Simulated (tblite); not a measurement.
Species: C2H11NSeSi3.
Structure used (GFN2-xTB), in Å, numbered top down from 1:
```
atom  x, y, z in Å
C1     2.5864   -0.9147    0.9408
C2     1.6002   -1.1350    0.0891
Si3    0.5830    0.1911   -0.7747
Se4    1.5502    2.2414   -0.4540
N5    -1.0406    0.2253   -0.1657
Si6   -1.6242   -1.1529    0.7382
Si7   -2.0908    1.5368   -0.6559
H8     2.8891    0.0874    1.2079
H9     3.1386   -1.7117    1.4153
H10    1.3289   -2.1550   -0.1463
H11    0.5624   -0.0483   -2.2261
H12    2.9018    1.7615   -0.5401
H13   -3.0252   -0.9080    1.0546
H14   -0.8106   -1.2880    1.9460
H15   -1.4876   -2.3424   -0.1066
H16   -1.3266    2.7816   -0.5859
H17   -3.2080    1.5545    0.2809
H18   -2.5356    1.2825   -2.0292
```

Computed values, GFN2-xTB/tblite, gas phase, harmonic and unscaled. This tight-binding method is rough: wavenumbers can miss measured ones by several per cent, in bad cases by 10 to 20. Modes of hydrogen on selenium and silicon can be 10 to 20 % off. One conformer, not necessarily the lowest. The optimisation stopped once no atom felt more than 0.01 eV/Å.

Lowest wavenumbers of the output (negative numbers stand for imaginary wavenumbers):
```
mode    cm-1
  1     -42.8
  2       7.7
  3      50.0
  4      86.1
  5     104.2
  6     120.2
  7     147.6
  8     184.3
  9     197.3
 10     208.7
 11     245.4
 12     337.8
 13     377.7
 14     477.7
 15     512.4
```

**Question.** Is this structure a minimum?

**Answer.** Not by this Hessian. 1 mode is imaginary beyond 20i (43i cm⁻¹), so at this level the point lies at or near a first-order saddle. The curvature is small, so loose convergence or finite differences may be the whole cause.

**Question.** Which atoms move in the imaginary mode?

**Answer.** 43i: H18 (Si–H hydrogen) 35 %, H16 (Si–H hydrogen) 27 %, H17 (Si–H hydrogen) 25 %. These are shares of the mass-weighted motion.

**Question.** What is the remedy?

**Answer.** Step along that mode in both directions, optimise again with tighter thresholds and repeat the frequencies. The zero-point energy of this point (70.0 kcal/mol) counts the 47 real modes alone, and thermal corrections from it aren't those of a minimum.

The run took 1.6 s of wall time on one thread of an Arm Neoverse N1, on a shared host. This covers the Hessian and the dipole derivatives.
